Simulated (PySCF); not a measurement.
Work out the structure from these simulated measurements.

Formula: C7H4F4.

| Item | Value |
| --- | --- |
| 1H NMR | chemical shifts (computed TMS as zero) by class: 8.08 (2 H), 7.49 (2 H) ppm [GIAO PBE0/pcSseg-1] |
| Dipole | 1.42 D [PBE0/pcSseg-1] |
| NMR, other nuclei | isotropic shieldings of nuclei other than C and H, by class: 248 (3 F), 280 (1 F) ppm [GIAO PBE0/pcSseg-1] |
| Rotational structure | rotational constants A, B, C: 2.863, 0.615, 0.555 GHz [GFN2-xTB] |
| 13C NMR | chemical shifts (computed TMS as zero) by class: 174.7 (1 C), 134.7 (2 C), 133.3 (1 C), 133.2 (1 C), 121.8 (2 C) ppm [GIAO PBE0/pcSseg-1] |

Gas-phase values; electronic properties from PySCF, density fitting. Levels stand in brackets. Isolated species at its GFN2-xTB geometry, gas phase. Each NMR value is the plain mean over a class of atoms that symmetry, rotation or inversion makes alike.

Q: Give a SMILES that accounts for the data.

A: Numbering: `[F:1][c:2]1[cH:3][cH:4][c:5]([C:6]([F:7])([F:8])[F:9])[cH:10][cH:11]1`. Its formula, C7H4F4, gives 4 degrees of unsaturation: 1 ring and 3 π bonds in the structure found (Kekulé form). 7 carbons fall into 5 classes; from least to most shielded: aromatic C–F carbon [C2] (174.7 ppm), aromatic CH carbon [C4/C10] (134.7 ppm, 2 C), CF3 carbon [C6] (133.3 ppm), substituted aromatic carbon [C5] (133.2 ppm), aromatic CH carbon [C3/C11] (121.8 ppm, 2 C). Hydrogen classes from least to most shielded: 2 H on 2 aromatic CH carbons, C4/C10 (8.08 ppm), 2 H on 2 aromatic CH carbons, C3/C11 (7.49 ppm). The other shieldings belong to: 248 ppm, fluorine of a CF3 group [F7/F8/F9]; 280 ppm, aryl fluorine [F1]. The optimised geometry has point group Cs and is an asymmetric top. Structure: `Fc1ccc(C(F)(F)F)cc1`. Computed isomers that give other values at the same levels: `Fc1ccccc1C(F)(F)F` (13C chemical shifts (computed TMS as zero) by class: 170.9 (1 C), 139.5 (1 C), 133.5 (1 C), 132.3 (1 C), 128.7 (1 C), 125.8 (1 C), 123.0 (1 C) ppm); `Fc1cccc(C(F)(F)F)c1` (13C chemical shifts (computed TMS as zero) by class: 172.8 (1 C), 140.0 (1 C), 136.4 (1 C), 132.9 (1 C), 127.2 (1 C), 124.8 (1 C), 120.0 (1 C) ppm); `FCCC#CC#CC(F)(F)F` (13C chemical shifts (computed TMS as zero) by class: 123.7 (1 C), 92.2 (1 C), 85.7 (1 C), 80.3 (1 C), 72.5 (1 C), 65.9 (1 C), 25.1 (1 C) ppm). The assignments are read from this structure; whether some other isomer fits the data as well wasn't checked.

The values belong to the conformer `[F:1][c:2]1[cH:3][cH:4][c:5]([C:6]([F:7])([F:8])[F:9])[cH:10][cH:11]1`: C4–C5–C6–F7 -30°.
